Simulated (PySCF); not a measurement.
B₂GeH₆N (calculated)

All values are calculated (PySCF 2.14.0). Calculation on a computer-drawn molecule: the log of a Hartree-Fock and frozen-core CCSD(T) single point meant for a local Hartree-Fock minimum, with one planted fault or none, to be diagnosed. Offsets are logged minus clean, where the clean run is the same molecule without the fault. The reference is restricted for singlets and unrestricted otherwise, and also for a bond in bohr or an excited solution. Adding or removing an electron swaps singlet and doublet. The excited solution moves the top pair (singlet) or top alpha electron (doublet) to the lowest empty orbital. Highest occupied and lowest empty are orbital energies over both spins, largest force is the largest gradient component, triples share is (T) over the correlation energy, the T1 limit is 0.02 restricted and 0.045 unrestricted, electrons count all cores, a negative frequency is imaginary (commonest isotopes), and the dipole is about the centre of nuclear charge; on germanium a core potential holds 10 electrons, which the energies leave out, and 3d is frozen in MP2 and coupled-cluster steps.

```xyz
10
formula=B2GeH6N meant_charge=0 meant_multiplicity=2 meant_basis=cc-pVDZ meant_basis_and_core_potential_on_germanium=cc-pVDZ-PP_ECP10MDF logged_electrons=54 logged_basis_functions=95 logged_SCF_converged=yes logged_spin_squared=0 logged_highest_occupied=-16.533 logged_lowest_empty=-5.9775 logged_largest_force=0.045307 logged_T1_diagnostic=0.025082 logged_D1_diagnostic=0.10635 logged_triples_share=0.029859 logged_CC_converged=yes logged_dipole_magnitude=0.83454 logged_SCF_stable_within_its_kind=yes logged_energy_HF=-400.39266 logged_energy_CCSD(T)=-400.8663 possible_faults=no_fault,one_electron_removed,one_electron_added,multiplicity_raised_by_two,geometry_at_a_saddle_point,SCF_held_on_an_excited_solution,minimal_basis_STO-3G,one_bond_length_entered_in_bohr,all_coordinates_scaled planted_fault=one_electron_removed HF_energy_offset_from_clean_run=151.4 CCSD(T)_energy_offset_from_clean_run=161.3
B     -0.3246    -1.5786    -0.4324
Ge    -0.0609    -0.5215     1.2677
B     -0.5175     1.4184     1.5927
N      0.5668    -1.4507     2.7026
H     -0.0389    -2.7405    -0.5001
H     -0.7700    -1.0186    -1.3927
H     -0.3401     1.9351     2.6593
H     -0.9682     2.0609     0.6881
H      1.0505    -2.3157     2.5514
H      0.9631    -0.9489     3.4748
```

Units: logged_highest_occupied, logged_lowest_empty in eV; logged_largest_force in hartree/bohr; logged_dipole_magnitude in debye; logged_energy_HF, logged_energy_CCSD(T) in hartree; HF_energy_offset_from_clean_run, CCSD(T)_energy_offset_from_clean_run in kcal/mol.

Drawn bonds:
| atom | other atom | order |
| --- | --- | --- |
| 1 | 2 | 1 |
| 2 | 3 | 1 |
| 2 | 4 | 1 |
| 1 | 5 | 1 |
| 1 | 6 | 1 |
| 3 | 7 | 1 |
| 3 | 8 | 1 |
| 4 | 9 | 1 |
| 4 | 10 | 1 |

Notes: T1 above single-reference limit.
